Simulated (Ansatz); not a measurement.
Consider the silylene formation by 1,1-elimination: `N[SiH]([SiH3])BF` → `FB[SiH3]` + `N[SiH]`.

Program: Ansatz. Geometries: PBE0-D4/def2-TZVP. ΔE: electronic, gas phase. CCSD(T)/CBS is the MP2 limit (def2-TZVPP, def2-QZVPP) plus CCSD(T) − MP2 in def2-TZVPP, frozen cores. This one scheme is used for every species. DFT in def2-TZVPP. B3LYP here is the variant with VWN-RPA as its local correlation; programs differ in this. Each species was taken in one conformer, which may not be the lowest.

```
             level  ΔE (kJ/mol)
            B2PLYP        140.9
               PBE        150.2
             B3LYP        131.3
SCS-MP2/def2-TZVPP        145.4
CCSD(T)/def2-TZVPP        145.4
    MP2/def2-QZVPP        160.7
      HF/CBS(def2)        131.9
    CCSD/CBS(def2)        149.8
```

**Question.** What does CCSD(T)/CBS give? (Estimate.)

**Answer.** Computed: +152.4 kJ/mol. The listed levels differ from it by -11.5, -2.2, -21.1, -7.0, -7.0, 8.3, -20.5, -2.6 kJ/mol.

Largest T1 diagnostic among the species: 0.015.

The D4 term adds +16.1 kJ/mol with B3LYP and +9.1 kJ/mol with PBE0; it sums over pairs of atoms, weighted by their polarisabilities, and B3LYP, whose exchange is more repulsive, gets the larger term. In def2-TZVPP, CCSD(T) changes the Hartree–Fock value by +13.5 kJ/mol (the triples alone add +2.7 kJ/mol) and MP2 by +24.8 kJ/mol.
